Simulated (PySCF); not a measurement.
Does the answer move with the share of exact exchange?

C3H8AlNO.
SMILES: `[H]/N=[C]1\C[O+](C)[AlH2-]1`

PySCF, pcSseg-1 basis, density fitting, gas phase, PBE0-D3(BJ)/def2-SVP geometry. One functional is left out:

| functional | exact exchange (%) | HOMO energy (eV) | LUMO energy (eV) | dipole moment (D) |
| --- | --- | --- | --- | --- |
| B97-D | 0 | -5.09 | -1.29 | 5.815 |
| BLYP | 0 | -4.95 | -1.22 | 5.760 |
| BP86 | 0 | -5.19 | -1.49 | 5.848 |
| LDA | 0 | -5.14 | -1.61 | 5.934 |
| OPBE | 0 | -5.07 | -1.32 | 5.738 |
| PBE | 0 | -5.08 | -1.40 | 5.783 |
| B97-2 | 21 | -6.19 | -0.39 | 5.945 |
| PBE0 | 25 | -6.43 | -0.32 | 5.979 |
| mPW1PW91 | 25 | -6.47 | -0.34 | 5.995 |
| BHandHLYP | 50 | -7.69 | 0.66 | 6.104 |

Q: Predict the row of B3LYP (20 % exact exchange) by straight lines through the other rows, and check it.

A: 
```tsv
property	line	computed	computed − line	B97-2 (21 %), for comparison
HOMO energy (eV)	-6.15	-6.20	-0.05	-6.19
LUMO energy (eV)	-0.54	-0.52	+0.02	-0.39
dipole moment (D)	5.938	5.927	-0.011	5.945
```

Q: Which of these properties follows the share of exact exchange most closely, and which least?

A: Most closely the HOMO energy, least the dipole moment; the correlations over the tabulated rows are HOMO energy -0.997, LUMO energy 0.988, dipole moment 0.892. The HOMO energy moves by -0.527 eV for every 10 %. Functionals with the same share still differ in their other parts: at 0 % BLYP and BP86 differ by 0.24 eV in it.
